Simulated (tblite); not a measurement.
Species: C₄H₈SSi₂.
SMILES with atom numbers: `[CH2:1]=[CH:2][C:3]#[C:4][SiH2:5][S:6][SiH3:7]` (hydrogens: H8, H9 on C1; H10 on C2; H11, H12 on Si5; H13, H14, H15 on Si7)

Computed with GFN2-xTB (tblite), gas phase: L-BFGS steps from a force-field or distance-geometry start until the largest atomic force falls under 0.01 eV/Å.

Geometry at step 4:
```
atom  x, y, z in Å
C1     -4.2879    0.1762    0.2479
C2     -3.2996   -0.7087    0.3281
C3     -1.9397   -0.3463    0.2170
C4     -0.7841   -0.0112    0.1112
Si5     0.9730    0.5046   -0.0367
S6      2.2135   -1.2699    0.1591
Si7     4.0709   -0.2172   -0.0724
H8     -4.0938    1.2236    0.0930
H9     -5.3156   -0.1283    0.3395
H10    -3.5156   -1.7582    0.4935
H11     1.2516    1.0861   -1.3465
H12     1.3594    1.4286    1.0294
H13     4.1650    0.7722    0.9979
H14     5.1392   -1.1848    0.0141
H15     4.0593    0.4413   -1.3781
```

Task: Give the atomic forces at this geometry.

Result: 
| atom | Fx (eV/Å) | Fy (eV/Å) | Fz (eV/Å) |
| --- | --- | --- | --- |
| C1 | 0.005 | -0.004 | 0.011 |
| C2 | 0.054 | 0.001 | 0.030 |
| C3 | -0.389 | -0.132 | 0.020 |
| C4 | 0.347 | 0.044 | -0.008 |
| Si5 | -0.082 | -0.079 | 0.045 |
| S6 | 0.118 | 0.300 | -0.046 |
| Si7 | -0.037 | 0.003 | -0.026 |
| H8 | -0.020 | 0.027 | -0.015 |
| H9 | -0.035 | 0.031 | -0.006 |
| H10 | 0.130 | 0.020 | -0.026 |
| H11 | -0.050 | -0.001 | -0.057 |
| H12 | -0.062 | -0.022 | 0.024 |
| H13 | -0.001 | 0.002 | -0.026 |
| H14 | 0.024 | -0.184 | 0.025 |
| H15 | -0.001 | -0.007 | 0.055 |

The largest, 0.41 eV/Å, acts on C3; the rms over all components is 0.104 eV/Å. The forces sum to zero within rounding, as they must for an isolated molecule in no field.

Task: Give the force on C3 in Eh/bohr and in nN.

Result: 0.411 eV/Å ÷ 51.422 = 0.00800 Eh/bohr, and 0.411 eV/Å × 1.602 = 0.66 nN.

Task: How far is this geometry from the end of the optimisation?

Result: 0.052 eV above it, and 0.214 Å rms away after alignment. The bonds farthest from their final lengths, with half the difference of the two atoms' forces along the bond (positive lengthens):

| bond | now (Å) | final (Å) | force along bond (eV/Å) |
| --- | --- | --- | --- |
| S6–Si7 | 2.147 | 2.136 | -0.14 |
| Si5–S6 | 2.174 | 2.166 | -0.10 |
| Si7–H14 | 1.444 | 1.451 | +0.09 |
| C2–C3 | 1.412 | 1.408 | -0.23 |
| Si7–H15 | 1.462 | 1.459 | -0.04 |
| C3≡C4 | 1.208 | 1.211 | +0.38 |

The angle farthest from its final value is Si5–S6–Si7, 94.8° against 103.4°.

The cost below is that of the whole relaxation. The run took 0.48 s wall on one thread of an Arm Neoverse V2, on a shared host.
